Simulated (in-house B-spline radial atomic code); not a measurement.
RPA and G0W0 for S VI (S5+), [Ne] 3s1, highest spin, as one setting changes: the share of exact exchange in the PBE hybrid start. A dash marks a level of low quasi-particle weight. Computed with an all-electron radial atomic-structure program (B-spline basis): all electrons, non-relativistic, point nucleus, each spin shell either full or empty, empty states to l = 9 with an (l + 1/2)⁻⁴ tail; G0W0 by contour deformation at full frequency.

```
share of exact exchange in the PBE hybrid start  mean-field level (eV)  G0W0 level (eV)  RPA correlation (Eh)
                                              0                 -81.63     3s up -89.02              -0.66654
                                            0.1                 -82.26     3s up -88.97              -0.65901
                                            0.2                 -82.89     3s up -88.92              -0.65186
                                            0.3                 -83.51     3s up -88.88              -0.64504
                                            0.4                      ?                ?                     ?
                                            0.5                      ?                ?                     ?
                                            0.6                 -85.39     3s up -88.76               -0.6262
                                            0.7                 -86.01     3s up -88.73              -0.62037
                                            0.8                 -86.63     3s up -88.69              -0.61471
                                            0.9                 -87.25     3s up -88.66              -0.60923
                                              1                 -87.87     3s up -88.63              -0.60391
```

Question: What belongs in the row for 0.4?

Answer: mean-field level (eV): -84.14; G0W0 level (eV): 3s up -88.84; RPA correlation (Eh): -0.63852.

Question: What belongs in the row for 0.5?

Answer: mean-field level (eV): -84.76; G0W0 level (eV): 3s up -88.80; RPA correlation (Eh): -0.63225.
